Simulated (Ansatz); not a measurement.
The first iterations of a band of C₄H₉FOSi (16 atoms, charge 0, multiplicity 1).

The calculation used RKS BLYP-D4/6-31G* (Ansatz).

```json
{
 "movable images": "7",
 "climbing image": "yes",
 "spring": "5.0 eV/Å²",
 "optimiser": "quadratic models (default)",
 "start path": "IDPP",
 "force threshold": "0.03 eV/Å",
 "iteration limit": "60",
 "end points": "relaxed"
}
```

Initial state:

```xyz
16
Properties=species:S:1:pos:R:3
C -0.356 -2.684 -0.869
C 0.257 -1.495 -0.938
F 1.615 -1.403 -1.105
O -0.365 -0.294 -0.913
C 0.286 0.789 -0.134
C -0.472 2.070 -0.501
Si 0.231 0.386 1.750
H 0.208 -3.604 -1.017
H -1.430 -2.729 -0.698
H 1.333 0.868 -0.473
H -0.440 2.236 -1.591
H -1.528 2.012 -0.193
H -0.011 2.939 -0.004
H 0.889 -0.923 2.035
H 0.953 1.469 2.493
H -1.193 0.341 2.204
```

Final state:

```xyz
16
Properties=species:S:1:pos:R:3
C 0.598 -2.660 -0.810
C 0.792 -1.335 -0.875
F 2.052 -0.804 -0.961
O -0.189 -0.405 -0.925
C 0.018 0.840 -0.143
C -1.099 1.791 -0.585
Si -0.011 0.459 1.747
H 1.440 -3.344 -0.896
H -0.412 -3.053 -0.707
H 0.997 1.260 -0.427
H -1.060 1.948 -1.676
H -2.093 1.388 -0.331
H -0.983 2.769 -0.090
H -1.362 -0.060 2.125
H 1.032 -0.546 2.106
H 0.257 1.730 2.493
```

| iteration | highest image above the first end (eV) | largest band force component (eV/Å) |
| --- | --- | --- |
| 1 | 0.181 | 1.261 |
| 2 | 0.073 | 0.160 |
| 3 | 0.065 | 0.110 |
| 4 | 0.063 | 0.072 |

Task: Does the band converge within its limit, and where does its top end?

Result: The run converged. It ended after 14 iterations with the highest image 0.054 eV above the first end. A vibrational analysis at the climbing image gives one clearly imaginary mode, 90i cm⁻¹: a first-order saddle point.

Run time: 3.6 min on 2 threads of Intel(R) Xeon(R) Platinum 8488C (Sapphire Rapids), with other jobs on the host, peak memory 0.21 GiB.
